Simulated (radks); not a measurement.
All-electron atom: Nb I in [Kr] 4d4 5s1. All-electron calculation, Dirac Kohn-Sham, PBE, spin-unpolarised, spherical densities, point nucleus; open shells fill j = l - 1/2 first. Program: a radial shooting solver on a logarithmic mesh with Libxc functionals. Some entries of the table are withheld. Estimate them.

orbital  occ.  eigenvalue (eV)  <r^2> (bohr^2)
1s1/2       2        -18799.72        0.001757
2s1/2       2        -2628.939         0.02938
2p1/2       2        -2412.527         0.02224
2p3/2       4        -2316.747         0.02361
3s1/2       2        -438.5245          0.2251
3p1/2       2        -357.0512          0.2243
3p3/2       4        -341.5383          0.2349
3d3/2       4        -197.7157          0.2241
3d5/2       6        -194.8281          0.2276
4s1/2       2         -58.2334           1.526
4p1/2       2              (1)           1.891
4p3/2       4              (2)           1.986
5s1/2       1          -3.9556           16.09
4d3/2       4              (3)           6.225
4d5/2       0              (4)           6.447

Answer. 
(1) 4p1/2 eigenvalue (eV): -35.8156
(2) 4p3/2 eigenvalue (eV): -33.7220
(3) 4d3/2 eigenvalue (eV): -3.0606
(4) 4d5/2 eigenvalue (eV): -2.9072
